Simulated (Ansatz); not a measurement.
This geometry of C₂H₇BOSi (12 atoms, charge 0, multiplicity 1) is a first-order saddle point.

Computed with Ansatz, RKS B3LYP-D4/STO-3G.

```xyz
12
Properties=species:S:1:pos:R:3
C -1.124 1.101 -0.173
C -0.454 -0.164 -0.783
B 0.116 -1.447 -0.095
Si 1.261 -0.534 1.114
O 1.076 -0.264 -0.701
H -0.387 1.746 0.329
H -1.887 0.818 0.569
H -1.609 1.696 -0.960
H -0.710 -0.279 -1.852
H 0.127 -2.538 -0.503
H 1.016 0.705 1.820
H 2.653 -0.896 1.268
```

(1) Which two structures does it join? (They come from a converged band through this point; their orientation in space is the band's.)

(2) How far does it lie above each of them?

Answers

(1) No bond is made or broken. The dihedral H6–C1–C2–O5 goes from -65 to 58°. The two ends are copies of one structure, up to a mirror image or an exchange of like atoms.

Initial state:

```xyz
12
Properties=species:S:1:pos:R:3
C -1.256 0.965 -0.036
C -0.602 -0.319 -0.598
B 0.257 -1.424 0.098
Si 1.557 -0.242 0.823
O 0.903 -0.288 -0.898
H -0.874 1.238 0.957
H -2.338 0.781 0.053
H -1.113 1.820 -0.718
H -1.094 -0.621 -1.542
H 0.295 -2.563 -0.141
H 1.368 1.083 1.375
H 2.973 -0.485 0.660
```

Final state:

```xyz
12
Properties=species:S:1:pos:R:3
C -1.077 1.140 -0.225
C -0.399 -0.124 -0.804
B 0.078 -1.443 -0.114
Si 1.174 -0.601 1.190
O 1.117 -0.274 -0.621
H -0.643 2.060 -0.650
H -1.010 1.192 0.871
H -2.143 1.108 -0.501
H -0.583 -0.195 -1.893
H 0.086 -2.522 -0.552
H 0.939 0.632 1.912
H 2.537 -1.028 1.422
```

(2) 0.066 eV above the first and 0.066 eV above the second. This is the barrier of this one path; another mechanism may lie lower. Limits of this set-up: minimal basis.

The run took 2.2 min on 1 thread of Intel(R) Xeon(R) Processor @ 2.50GHz (Skylake/Cascade Lake), on a shared host, peak memory 0.12 GiB.
